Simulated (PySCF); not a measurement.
Species: C6H10FO (doublet state).
Cartesian coordinates in Å at the GFN2-xTB level; atoms count from 1:
```
atom  x, y, z in Å
C1     3.786    0.092   -0.171
C2     2.622   -0.079    0.360
C3     1.219   -0.286    0.053
F4     1.046   -0.515   -1.332
C5     0.358    0.924    0.470
O6    -0.962    0.598    0.796
C7    -1.778    0.236   -0.306
C8    -3.194    0.029    0.205
H9     3.960    0.116   -1.248
H10    4.678    0.217    0.426
H11    0.841   -1.195    0.540
H12    0.786    1.357    1.377
H13    0.397    1.667   -0.341
H14   -1.751    1.035   -1.062
H15   -1.407   -0.686   -0.775
H16   -3.572    0.951    0.638
H17   -3.842   -0.277   -0.611
H18   -3.197   -0.739    0.973
```

The hyperfine couplings belong to this conformer and change with its torsions.

The species is `C=[C][C@H](F)COCC` [radical].

Level of theory: UKS B3LYP, pcH-1 on C F H O, non-relativistic, mean-field spin-orbit, GIAO in PySCF. One conformer (not necessarily the lowest) at the GFN2-xTB geometry, without solvent, vibrations or thermal averaging. A GFN2-xTB geometry isn't a minimum of the functional, and hyperfine couplings can be far from their values at a DFT geometry. Stability of the SCF solution: not tested.

Principal values of hyperfine tensors in MHz (contact and dipolar terms together), for some of the nuclei:

```
atom  isotope      A1      A2      A3
  C2      13C  178.04  197.85  401.51
  F4      19F   74.26   84.74  445.32
  H9       1H  180.11  183.11  191.60
 H10       1H  119.48  120.77  137.39
  C1      13C  -35.81  -15.54   -3.10
 H11       1H    9.28   13.26   29.39
 H12       1H    0.01    2.64   13.86
  C5      13C    3.10    5.06    7.08
```

Split each tensor into its isotropic and traceless parts, and turn a_iso into mT with g = 2.0022.

a_iso is a third of the trace, T = A − a_iso, and a(mT) = a(MHz)/(g × 13.996).

```csv
atom,a_iso (MHz),a_iso (mT),T1,T2,T3
C2,259.13,9.247,-81.09,-61.28,142.38
F4,201.44,7.188,-127.18,-116.70,243.88
H9,184.94,6.599,-4.83,-1.83,6.66
H10,125.88,4.492,-6.40,-5.11,11.51
C1,-18.15,-0.648,-17.66,2.61,15.05
H11,17.31,0.618,-8.03,-4.05,12.08
H12,5.51,0.196,-5.49,-2.86,8.36
C5,5.08,0.181,-1.98,-0.02,2.00
```

What spin density at the nucleus of H10 lies behind its contact coupling (g_N = 5.58569)?

a_FC = 800.24 MHz bohr³ × g_N × ρ(0)/(2S). With a_FC = 125.88 MHz and 2S = 1, ρ(0) = 0.02816 bohr⁻³. In magnitude that is 8.8 % of the 1/π = 0.318 of a free hydrogen atom.

C3 (13C, g_N = 1.40482) isn't in the table. Its spin density at the nucleus is 0.05638 bohr⁻³. What is its contact coupling?

By the same relation, a_FC = 63.4 MHz. Its full tensor has the principal values 58.45, 60.34, 71.36 MHz.

Name the largest traceless tensor T of the table and describe it.

F4: -127.2, -116.7, 243.9 MHz, nearly axial, close to the ratio −1:−1:+2.

What first-order splitting does H9 cause when the field lies along A1, A2 or A3 of its tensor (g taken as isotropic, no quadrupole term)?

2 lines (I = 1/2), spaced by |A_i|/(g × 13.996): 6.43, 6.53, 6.84 mT along the axes of A1, A2 and A3.
